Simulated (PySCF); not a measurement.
# Which determinant of LiGa⁺ lies lowest?

Unrestricted PBE0; Li def2-SVP, Ga def2-SVP; no relativity (PySCF 2.14). Outer shells of the fragments: Li+ closed shells only; Ga 3d10 4s2 4p1.

Followed along the bond (rough minima from three points):

| 2Ms+1 | unpaired | ⟨S²⟩ at the start | R at minimum (Å) | Te (eV) |
| --- | --- | --- | --- | --- |
| 2 | σ ↑ | 0.75 | 3.08 | 0.00 |
| 2 | π ↑ | 0.75 | 2.82 | 1.04 |
| 4 | σ ↑↑, π ↑ | 3.75 | 3.12 | 4.92 |

Solutions found at the starting distance of 2.590 Å, counted from the lowest of them; the search is not exhaustive and high or unbound solutions are not listed, so other states can lie among these:

```
2Ms+1   unpaired   term  E (eV)  ⟨S²⟩  ⟨Lz²⟩  μ (D)
    2        σ ↑    ²Σ⁺    0.00  0.75   0.00  -7.66
    2        π ↑     ²Π    0.92  0.75   1.00  -7.62
    4  σ ↑↑, π ↑     ⁴Π    4.94  3.75   1.00  -7.99
    4  σ ↑, π ↑↑    ⁴Σ⁻    5.89  3.75   0.00  -7.83
    2  σ ↑↑, π ↓  mixed    6.16  1.75   1.00  -7.85
    4      σ ↑↑↑    ⁴Σ⁺    8.73  3.75   0.00   2.82
```

A term symbol is given only where ⟨S²⟩ and ⟨Lz²⟩ are close to those of a pure state; real π, δ and φ orbitals otherwise mix terms. A positive dipole points towards Ga; it is taken about the centre of mass and depends on that origin.

Task: Compare the gap between the two lowest followed solutions at the starting distance with the gap between their minima.

Result: At PBE0 the second solution (doublet, unpaired electrons π ↑) lies +0.92 eV from the first (doublet, unpaired electrons σ ↑) at 2.590 Å and +1.04 eV at the minima; the two curves relax by different amounts, since their minima lie near 2.82 and 3.08 Å.

Spin–orbit coupling is left out. Counting both spins, an empty level lies below a filled one in some of these solutions, because spin and occupation are held.
